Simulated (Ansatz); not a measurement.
Basis-set series for BrH4NSeSi (`N[SiH]([SeH])Br`). Total charge 0; spin multiplicity 1. Geometry: relaxed with PBE0-D4/def2-TZVP. It is one conformer, not always the lowest.

```
functional       basis  functions  energy (Eh)  HOMO (eV)  LUMO (eV)
   PBE0-D4    def2-SVP        116  -5320.96788      -7.13      -0.18
   PBE0-D4  def2-TZVPP        225  -5321.75098      -7.27      -0.43
   ωB97M-V    def2-SVP        116  -5321.40433      -9.27       1.82
   ωB97M-V  def2-TZVPP        225  -5322.18772      -9.43       1.43
```

Task: Give the rows for def2-QZVPP. (An estimate is asked.)

Result: The calculation gave: 
```json
{"functional": "PBE0-D4", "basis": "def2-QZVPP", "functions": "425", "energy (Eh)": "-5321.86765", "HOMO (eV)": "-7.29", "LUMO (eV)": "-0.51"}
{"functional": "ωB97M-V", "basis": "def2-QZVPP", "functions": "425", "energy (Eh)": "-5322.30003", "HOMO (eV)": "-9.46", "LUMO (eV)": "1.24"}
```

Positive LUMOs are unbound and depend on the basis. Scalar relativity is left out up to krypton.

Results of the Gaussian-basis code of Ansatz.
